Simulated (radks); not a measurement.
Species: Hf5+. Configuration: [Xe] 4f13.

All-electron calculation, scalar-relativistic Kohn-Sham, LDA (Slater exchange, Perdew-Wang correlation), spin-polarised, spherical densities, finite nucleus; open shells are filled with parallel spins first (spin-orbit coupling, left out, can overturn this in heavy ions); Fermi nuclear charge, rms radius 5.347 fm. Program: a radial shooting solver on a logarithmic mesh with Libxc functionals.

Energy parts (hartree):
| part | energy |
|---|---|
| total | -15061.7203 |
| kinetic | 16494.0225 |
| electron-nucleus | -36998.7583 |
| Hartree | 5739.3339 |
| exchange-correlation | -296.3184 |

Orbitals (lengths in bohr, moments of r in powers of bohr; <r^-3> diverges for s and p1/2; r(max) is where P^2 peaks; r(90%) holds 90 % of the orbital's charge):
| orbital | occ. | eigenvalue (hartree) | r(max) | r(90%) | <r^-3> | <r^4> |
|---|---|---|---|---|---|---|
| 1s down | 1 | -2398.828 | 0.01191 | 0.0345 | - | 6.639e-07 |
| 1s up | 1 | -2398.828 | 0.01191 | 0.0345 | - | 6.639e-07 |
| 2s up | 1 | -412.3589 | 0.06812 | 0.125 | - | 0.0001009 |
| 2s down | 1 | -412.3578 | 0.06812 | 0.125 | - | 0.0001009 |
| 2p up | 3 | -362.6161 | 0.05568 | 0.117 | 17760 | 0.00007824 |
| 2p down | 3 | -362.6154 | 0.05568 | 0.117 | 17760 | 0.00007824 |
| 3s up | 1 | -95.87116 | 0.1923 | 0.306 | - | 0.003746 |
| 3s down | 1 | -95.85061 | 0.1923 | 0.306 | - | 0.003745 |
| 3p up | 3 | -81.00439 | 0.1899 | 0.312 | 3916 | 0.003997 |
| 3p down | 3 | -80.98385 | 0.1899 | 0.312 | 3918 | 0.003995 |
| 3d up | 5 | -63.34325 | 0.1546 | 0.294 | 509.6 | 0.003099 |
| 3d down | 5 | -63.32724 | 0.1546 | 0.294 | 509.8 | 0.003097 |
| 4s up | 1 | -21.26166 | 0.4373 | 0.672 | - | 0.08884 |
| 4s down | 1 | -21.22387 | 0.4373 | 0.672 | - | 0.08889 |
| 4p up | 3 | -16.37130 | 0.4580 | 0.723 | 905.6 | 0.1179 |
| 4p down | 3 | -16.33454 | 0.4580 | 0.723 | 905.1 | 0.1180 |
| 4d up | 5 | -10.04227 | 0.4703 | 0.800 | 100.3 | 0.1757 |
| 4d down | 5 | -10.00671 | 0.4703 | 0.800 | 100.2 | 0.1761 |
| 5s up | 1 | -4.70217 | 1.000 | 1.57 | - | 2.664 |
| 5s down | 1 | -4.68708 | 1.002 | 1.58 | - | 2.681 |
| 5p up | 3 | -3.46733 | 1.127 | 1.82 | 138.5 | 4.721 |
| 5p down | 3 | -3.45614 | 1.128 | 1.82 | 137.7 | 4.758 |
| 4f up | 7 | -3.03713 | 0.4500 | 1.07 | 16.44 | 0.6173 |
| 4f down | 6 | -3.00419 | 0.4503 | 1.07 | 16.37 | 0.6303 |

The highest occupied level is 4f down at -81.748 eV. The density falls to 0.001 e/bohr^3 at r = 2.76 bohr. Summed over all electrons, <r^2> = 26.56 bohr^2, which gives a Langevin (diamagnetic) susceptibility term of -21 x 10^-6 cm^3/mol. For comparison, the ionisation energy in NIST's Atomic Spectra Database is 98 eV (theoretical). In exact Kohn-Sham theory the highest level is minus the ionisation energy, but local and semilocal functionals leave it too shallow, through self-interaction and a potential that decays too fast; potentials with the right tail come closer. The spin density at the nucleus is -0.172 e/bohr^3 (1s 0.001, 2s -0.534, 3s -4.348, 4s 1.415, 5s 3.294). The electron density at the nucleus is 1.277e+06 e/bohr^3 (large components only).
